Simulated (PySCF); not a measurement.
Delta-SCF ions had no search for a lower state. Excitations are Tamm–Dancoff values on a coarser integration grid. The basis has no diffuse functions, so Rydberg states are missing or too high.

HBF2, SMILES `FBF` (charge 0, multiplicity 1)

All values below come from PBE-D3(BJ)/def2-TZVP // B3LYP-D3(BJ)/def2-TZVP run with PySCF.

```
Property                                                       Value
-------------------------------------------  -----------------------
HOMO                                                        -9.13 eV
dipole moment                                                 0.78 D
HOMO–LUMO gap                                                7.73 eV
LUMO                                                        -1.40 eV
S1 excitation (TDA)                                          8.13 eV
S1 oscillator strength                                         0.046
brightest of the four lowest singlets (TDA)                 10.12 eV
T1 excitation (TDA)                                          7.18 eV
S1–T1 gap (TDA)                                              0.95 eV
vertical ionisation energy (Delta-SCF)                      13.52 eV
total energy                                             -6125.70 eV
cost                                         roughly 11 core-seconds
```

Bonded distances (Å): F1–B2 1.318, B2–F3 1.318, B2–H4 1.187. Angles (°): F1–B2–F3 118.1, F1–B2–H4 121.0, F3–B2–H4 121.0.
